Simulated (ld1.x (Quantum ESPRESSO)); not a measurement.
## Transferability test, TM potential for Pt

- Element: Pt
- Generator: ld1.x (Quantum ESPRESSO) 7.5
- Type: norm-conserving Troullier–Martins (Kleinman–Bylander form)
- Functional: PBE
- Relativity: scalar-relativistic
- Frozen core: [Kr] 4d10 4f14 5s2
- Valence charge: 16
- Reference configuration: 5p6 5d8 6s0 6p0 (charge +2)
- Partial waves: 6s (bound, empty): rc 1.70 bohr; 5p (bound): rc 1.00 bohr; 5d (bound): rc 2.10 bohr; 5f channel at -0.15 Ry: rc 2.20 bohr
- Local potential: all-electron potential smoothed inside 1.35 bohr (lloc = -1)
- Core correction: a·sin(br)/r model core inside 0.85 bohr

Energies are relative to the spin-unpolarised reference configuration 5p6 5d8 6s0 6p0; without spin polarisation the order of configurations can differ from experiment.

(1) Give the all-electron excitation energy and the error of the potential for: 5p6 5d9 6s1 6p0; 5p6 5d9 6s0 6p0; 5p6 5d7 6s0 6p0; 5p6 5d9 6s0 6p1; 5p6 5d8 6s1 6p0; 5p6 5d9 6s0.5 6p0; 5p6 5d8 6s2 6p0.

Note: ghost state, extra bound levels that the all-electron valence spectrum of the same l lacks: s at -139.3 eV. A true bound ghost makes a file unfit for plane-wave use.

Answers

(1)

```tsv
valence configuration	charge	ΔE all-electron (eV)	error AE − PS (meV)
5p6 5d9 6s1 6p0	0	-29.160	+13
5p6 5d9 6s0 6p0	+1	-19.966	+1.0
5p6 5d7 6s0 6p0	+3	32.217	-11
5p6 5d9 6s0 6p1	0	-24.111	+19
5p6 5d8 6s1 6p0	+1	-17.993	+1.8
5p6 5d9 6s0.5 6p0	+0.5	-25.466	+8.0
5p6 5d8 6s2 6p0	0	-28.155	-1.1
```
